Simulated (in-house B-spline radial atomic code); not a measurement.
Successive ionisation energies of tellurium; each step leads to the configuration of the next row (after the last: [Ar] 3d3/2(2)). Dirac energy differences include first-order Breit, QED and recoil terms. NIST's values go from ground level to ground level; the uncertainty of those that are theory runs from under 0.1 % in few-electron ions to several per cent in heavy many-electron ones. Computed with a B-spline radial code for spherical atoms: Dirac-Hartree-Fock, jj configuration that fills j = l - 1/2 first, finite nuclei.

A number in brackets counts the electrons of a j subshell.

| ion | configuration | ionisation energy (eV) | tabulated value (eV) | tabulated kind | computed minus tabulated (eV) | highest orbital | largest mean radius (bohr) |
| --- | --- | --- | --- | --- | --- | --- | --- |
| Te17+ | [Ar] 3d10 4s2 4p1/2(2) 4p3/2(3) | 491.7 | 491 | tabulated theory | 0.7 | 4p3/2 | 0.73553 |
| Te18+ | [Ar] 3d10 4s2 4p1/2(2) 4p3/2(2) | 522.8 | 522 | tabulated theory | 0.8 | 4p3/2 | 0.72753 |
| Te19+ | [Ar] 3d10 4s2 4p1/2(2) 4p3/2(1) | 554.5 | 555 | tabulated theory | -0.5 | 4p3/2 | 0.71977 |
| Te20+ | [Ar] 3d10 4s2 4p1/2(2) | 598.2 | 599 | tabulated theory | -0.8 | 4p1/2 | 0.69669 |
| Te21+ | [Ar] 3d10 4s2 4p1/2(1) | 632.8 | 633 | tabulated theory | -0.2 | 4p1/2 | 0.68883 |
| Te22+ | [Ar] 3d10 4s2 | ? | ? | tabulated theory | ? | ? | ? |
| Te23+ | [Ar] 3d10 4s1 | 744.7 | 746.12 | semi-empirical | -1.4 | 4s1/2 | 0.66774 |
| Te24+ | [Ar] 3d10 | 1304.5 | 1304 | tabulated theory | 0.5 | 3d5/2 | 0.31595 |
| Te25+ | [Ar] 3d3/2(4) 3d5/2(5) | 1380.8 | 1377 | tabulated theory | 3.8 | 3d5/2 | 0.31345 |
| Te26+ | [Ar] 3d3/2(4) 3d5/2(4) | 1458.7 | 1455 | tabulated theory | 3.7 | 3d5/2 | 0.31122 |
| Te27+ | [Ar] 3d3/2(4) 3d5/2(3) | ? | ? | tabulated theory | ? | ? | ? |
| Te28+ | [Ar] 3d3/2(4) 3d5/2(2) | 1619.2 | 1618 | tabulated theory | 1.2 | 3d5/2 | 0.30678 |
| Te29+ | [Ar] 3d3/2(4) 3d5/2(1) | 1701.8 | 1707 | tabulated theory | -5.2 | 3d5/2 | 0.30459 |
| Te30+ | [Ar] 3d3/2(4) | ? | ? | tabulated theory | ? | ? | ? |
| Te31+ | [Ar] 3d3/2(3) | 1888.7 | 1889 | tabulated theory | -0.3 | 3d3/2 | 0.30021 |

Q: Fill in the row of Te22+.

A: ionisation energy (eV): 708.7; tabulated value (eV): 709; computed minus tabulated (eV): -0.3; highest orbital: 4s1/2; largest mean radius (bohr): 0.67416.

Q: Fill in the row of Te27+.

A: ionisation energy (eV): 1538.2; tabulated value (eV): 1538; computed minus tabulated (eV): 0.2; highest orbital: 3d5/2; largest mean radius (bohr): 0.30899.

Q: Fill in the row of Te30+.

A: ionisation energy (eV): 1802.6; tabulated value (eV): 1803; computed minus tabulated (eV): -0.4; highest orbital: 3d3/2; largest mean radius (bohr): 0.30241.

Q: Where is the largest jump?

A: From Te23+ to Te24+, by a factor of 1.75 (744.68 to 1304.5 eV); the highest orbital goes from 4s1/2 to 3d5/2.
